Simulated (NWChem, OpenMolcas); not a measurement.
# TlF: a line through the functionals

The species is TlF (2 atoms), meant as a singlet with charge 0. As SMILES, `[F][Tl]`. Geometry: the measured bond length.

The dipole moment y, in D, basis def2-TZVPPD with a core potential; a is the functional's share of exact exchange. Programs: NWChem 7.3.0, OpenMolcas 26.06.

```
functional     program     a  y (D)
      BLYP      NWChem     0   3.90
      TPSS      NWChem     0   3.87
     B3LYP  OpenMolcas   0.2   4.11
      PBE0      NWChem  0.25      ?
     BHLYP      NWChem   0.5   4.30
```

Problem. Fit y = c + s·a to the known rows and predict PBE0.

Solution. 
1. Means of the 4 rows: a = 0.1750, y = 4.045.
2. Σ(Δa)² = 0.1675, Σ(Δa·Δy) = 0.1405, so the slope is 0.1405/0.1675 = 0.83881.
3. Intercept: 4.045 − (0.83881) × 0.1750 = 3.898. The largest residual of the fit is 0.044.
4. PBE0: 3.898 + (0.83881) × 0.25 = 4.11 D.

The run gave 4.10 D, so the prediction is off by +0.01 D, within the scatter of the fit. More exact exchange makes the molecule more polar here.
